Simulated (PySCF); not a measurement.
C2H4N2OSi, SMILES C(=N\C#N)/O[SiH3]. Atoms are numbered in the order given.

```xyz
10

N     -0.3735    -3.3382     0.0000
C     -0.2400    -2.1809     0.0000
N     -0.1934    -0.8497     0.0000
C      0.9199    -0.2118     0.0000
O      0.9500     1.1012     0.0000
Si    -0.5065     2.0437     0.0000
H      1.9156    -0.6837     0.0000
H     -1.2760     1.7523    -1.2327
H     -1.2760     1.7523     1.2327
H      0.0161     3.4299     0.0000
```

Coordinates come from a B3LYP-D3(BJ)/def2-SVP optimisation. The structure was generated by enumeration; whether it is a known compound was not checked. The values are those of a single conformer.

Two levels are set side by side: PBE/pcSseg-1 (PySCF) and PBE0/pcSseg-1 (PySCF). GIAO shifts against H2O (¹⁷O), NH3 (¹⁵N), TMS (²⁹Si), TMS (¹H), TMS (¹³C) at the same level; non-relativistic, no solvent, atoms listed together averaged. Differences are taken from unrounded values.

| quantity | PBE0 | PBE | PBE minus PBE0 |
|---|---|---|---|
| δ(¹⁵N) of N1 (ppm) | 283.0 | 286.5 | 3.4 |
| δ(¹³C) of C2 (ppm) | 117.1 | 116.2 | -0.9 |
| δ(¹⁵N) of N3 (ppm) | 240.2 | 243.1 | 3.0 |
| δ(¹³C) of C4 (ppm) | 177.1 | 172.0 | -5.0 |
| δ(¹⁷O) of O5 (ppm) | 178.4 | 191.7 | 13.4 |
| δ(²⁹Si) of Si6 (ppm) | -24.9 | -27.3 | -2.4 |
| δ(¹H) of H7 (ppm) | 8.32 | 8.37 | 0.05 |

Rough cost on one machine, each run with all the roots and properties that it gave: PBE0 against PBE within a factor of 2.
